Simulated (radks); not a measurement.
Values are calculated unless marked as measured or tabulated.
All-electron atom: Pb27+ in [Kr] 4d10 4f9. Code: a radial shooting solver on a logarithmic mesh with Libxc functionals. Model: scalar-relativistic Kohn-Sham, LDA (Slater exchange, VWN5 correlation), spin-polarised, spherical densities, finite nucleus; open shells are filled with parallel spins first (spin-orbit coupling, left out, can overturn this in heavy ions); Fermi nuclear charge, rms radius 5.5012 fm.

Normalised radial functions P(r) = r R(r), r in bohr:

r         4p down   4f up  4f down
0.001624   0.0155  0.0000   0.0000
0.002346   0.0283  0.0000   0.0000
0.003389   0.0513  0.0000   0.0000
0.004897   0.0918  0.0000   0.0000
0.007019   0.1589  0.0001   0.0001
0.01014    0.2688  0.0002   0.0002
0.01465    0.4291  0.0008   0.0008
0.02117    0.6228  0.0030   0.0030
0.03059    0.7697  0.0107   0.0107
0.04384    0.6997  0.0345   0.0345
0.06335    0.2126  0.1044   0.1043
0.09153   -0.6247  0.2788   0.2783
0.1322    -1.1141  0.6309   0.6296
0.1911    -0.3521  1.1524   1.1491
0.2739     1.2141  1.5954   1.5897
0.3957     1.8536  1.5858   1.5835
0.5717     1.0504  1.0281   1.0328
0.826      0.2335  0.3693   0.3753
1.193      0.0154  0.0550   0.0569

4p down: eigenvalue -1420.2 eV, 2 radial nodes at r = 0.0701, 0.208 bohr, <r> = 0.397 bohr, 90 % of the charge inside 0.571 bohr. 4f up: eigenvalue -910.60 eV, 0 radial nodes, <r> = 0.398 bohr, 90 % of the charge inside 0.609 bohr. 4f down: eigenvalue -902.25 eV, 0 radial nodes, <r> = 0.399 bohr, 90 % of the charge inside 0.611 bohr.
